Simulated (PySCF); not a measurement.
Bonds (- single, = double, # triple, : aromatic): C1-N2 1.434 Å, N2:C3 1.349 Å, C3:C4 1.378 Å, C4-F5 1.340 Å, C4:C6 1.398 Å, C6:N7 1.321 Å, N7:N2 1.324 Å. C1 carries H8, H9, H10; C3 carries H11; C6 carries H12.

Geometry: GFN2-xTB; GIAO shifts from PySCF 2.14, gas phase, non-relativistic, averaged over equivalent atoms.

At PBE0/pcSseg-1 (144 basis functions, 22 s wall time on 1 thread of an Arm Neoverse N1, shared host):
```
    atoms  δ (ppm)
       C4    161.9
       C6    128.5
       C3    118.6
       C1     40.9
       N7    344.7
       N2    213.9
       F5   -185.8
      H12     7.30
      H11     7.26
H8/H9/H10     3.98
```

Referencing at the same level of theory: ¹³C (186.93 ppm), ¹H (31.72 ppm) against TMS; ¹⁵N (267.73 ppm) vs NH3; ¹⁹F (170.95 ppm) against CFCl3.

Question: What do these become at PW91/pcSseg-1?

Answer: 
```tsv
atoms	δ at PW91/pcSseg-1	change
C4	163.1	+1.2
C6	125.0	-3.5
C3	114.5	-4.1
C1	41.7	+0.8
N7	340.4	-4.3
N2	216.2	+2.3
F5	-199.0	-13.2
H12	7.03	-0.27
H11	7.04	-0.22
H8/H9/H10	3.94	-0.04
```

Shifts are taken against calculated references (same method and geometry level): TMS for ¹³C (σ = 181.47 ppm) and ¹H (σ = 31.65 ppm); ¹⁵N (σ = 266.94 ppm) against NH3; CFCl3 for ¹⁹F (σ = 137.44 ppm).

The largest change is at F5 (aryl fluorine). Cost: 144 basis functions, 29 s wall time on 1 thread of an Arm Neoverse N1, shared host. The order of the carbon signals is the same at both levels.

Unscaled 19F shifts against computed CFCl3 carry errors that often reach 10 to 50 ppm. Experimental scales use liquid or dissolved standards, which lie at an offset from isolated NH3 (liquid NH3: subtract about 20 ppm). Unscaled 15N shifts of sp2 nitrogen come out 20 to 40 ppm too high even then.
